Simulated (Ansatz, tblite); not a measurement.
Spin states of Be2Te2⁻ (the lowest doublet isomer of a short search), each relaxed with PBE0-D4/def2-TZVPD in Ansatz. Electronic energies in the gas phase.

In the def2 sets Te takes a core potential; there is no spin–orbit coupling. The xTB rows come from tblite. HSE06 is defined as in plane-wave codes, on full-range PBE exchange. Correlated methods freeze 8 core orbitals; core or outer-core shells of Te are correlated, in sets that lack core-valence functions. The rows differ in basis, and correlated rows in double-zeta sets carry the largest basis error. The structure comes from a short search, and lower isomers may exist.

Doublet geometry (D2h within 0.1 Å):

```xyz
4

Be   -0.975    0.549   -0.025
Be    0.975   -0.549    0.025
Te    0.489    0.945    1.681
Te   -0.489   -0.945   -1.681
```

Quartet geometry (C2v within 0.1 Å):

Cartesian coordinates in Å:
```
Be 0.972 -1.101 0.008
Be -0.191 1.449 0.143
Te -0.153 0.024 -1.759
Te -0.628 -0.372 1.608
```

⟨S²⟩: doublet 0.78 at PBE0-D4/def2-TZVPD (pure 0.75), quartet 3.76 at PBE0-D4/def2-TZVPD (pure 3.75).

Only these spin states were relaxed. The quartet has other bonds than the doublet, so the gap mixes isomer and spin.

Q: Estimate which spin state lies lowest at each of these levels, and by how much: GFN1-xTB; PBE-D4/def2-TZVPD; r2SCAN0-D4/def2-TZVPD; HSE06-D4/def2-TZVPD; CAM-B3LYP-D4/def2-TZVPD; RPA@PBE/def2-TZVPD; MP2/def2-TZVPD; CCSD/def2-SVPD.

A: 
```json
{"level": "GFN1-xTB", "quartet − doublet (kJ/mol)": "180.9", "lowest of these": "doublet", "remarks": "–"}
{"level": "PBE-D4/def2-TZVPD", "quartet − doublet (kJ/mol)": "219.2", "lowest of these": "doublet", "remarks": "HOMO above zero (doublet), HOMO above zero (quartet)"}
{"level": "r2SCAN0-D4/def2-TZVPD", "quartet − doublet (kJ/mol)": "217.9", "lowest of these": "doublet", "remarks": "–"}
{"level": "HSE06-D4/def2-TZVPD", "quartet − doublet (kJ/mol)": "220.8", "lowest of these": "doublet", "remarks": "HOMO above zero (doublet), HOMO above zero (quartet)"}
{"level": "CAM-B3LYP-D4/def2-TZVPD", "quartet − doublet (kJ/mol)": "228.8", "lowest of these": "doublet", "remarks": "–"}
{"level": "RPA@PBE/def2-TZVPD", "quartet − doublet (kJ/mol)": "211.2", "lowest of these": "doublet", "remarks": "–"}
{"level": "MP2/def2-TZVPD", "quartet − doublet (kJ/mol)": "230.6", "lowest of these": "doublet", "remarks": "spin-contaminated (⟨S²⟩ 0.85) (doublet)"}
{"level": "CCSD/def2-SVPD", "quartet − doublet (kJ/mol)": "211.2", "lowest of these": "doublet", "remarks": "spin-contaminated (⟨S²⟩ 0.85) (doublet)"}
```

The xTB methods have no spin-polarisation term.
